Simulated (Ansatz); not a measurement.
Ansatz (a program for electronic structure) input for C3H8BrNSi, SMILES C=C[Si](C)(N)Br, PBE0/def2-SVPD. Geometry: B3LYP-D3(BJ)/def2-SVP. One conformer was computed; it need not be the lowest.

Ansatz 0.2 input:
```yaml
crystal:
  periodic: [false, false, false]
  atoms:
    - {symbol: C, position_ang: [2.42262624, 1.46518760, -1.00040188]}
    - {symbol: C, position_ang: [1.45205219, 0.57251008, -1.23639238]}
    - {symbol: Si, position_ang: [-0.19307316, 0.59051681, -0.36352507]}
    - {symbol: C, position_ang: [-0.36517779, 1.95466360, 0.90038664]}
    - {symbol: N, position_ang: [-1.45020265, 0.71593962, -1.53960211]}
    - {symbol: Br, position_ang: [-0.30052367, -1.38053711, 0.79304432]}
    - {symbol: H, position_ang: [2.30126167, 2.27720114, -0.27478346]}
    - {symbol: H, position_ang: [3.38814255, 1.42840982, -1.51731908]}
    - {symbol: H, position_ang: [1.64514290, -0.22479178, -1.96685724]}
    - {symbol: H, position_ang: [-1.34780485, 1.89759729, 1.39443707]}
    - {symbol: H, position_ang: [-0.27616978, 2.94053520, 0.41689897]}
    - {symbol: H, position_ang: [0.40643301, 1.86459897, 1.67971395]}
    - {symbol: H, position_ang: [-2.41588125, 0.75351901, -1.22266186]}
    - {symbol: H, position_ang: [-1.38535700, 0.14874895, -2.38096837]}
basis:
  gaussian:
    orbitals: def2-SVPD
hamiltonian:
  xc: {name: PBE0}
```

It prints:

```
WARN ansatz: RAYON_NUM_THREADS=2 ignored (pool sized by the plan → 2); use --threads N
Functional definition: PBE0
integrals: 0.20 GiB planned
1916 factors; their error is unknown
mean field: 1.69 GiB planned
mean field evaluation 1: about -82615.5703 eV, gradient 7.0e1 eV
mean field evaluation 2: about -82608.7145 eV, gradient 8.5e1 eV
mean field evaluation 4: about -82626.3884 eV, gradient 3.7e0 eV
mean field evaluation 8: about -82626.4143 eV, gradient 1.0e-1 eV
mean field evaluation 16: about -82626.6061 eV, gradient 3.2e-4 eV
mean field -82626.60608293 eV, -3036.4717672226 hartree, gradient 6.2e-5 eV, S^2 0.000000; 0 other end points of the search recorded, 0 dependent functions left out
reference -82626.60612642 eV, -3036.4717688208 hartree; 41, 41 occupied and 168, 168 virtual orbitals, 1916 factors
Total energy: -82626.60612642 eV, -3036.4717688208 hartree
```

The calculation finished and met its thresholds.

Cost: about 16 core-seconds (a rough figure).
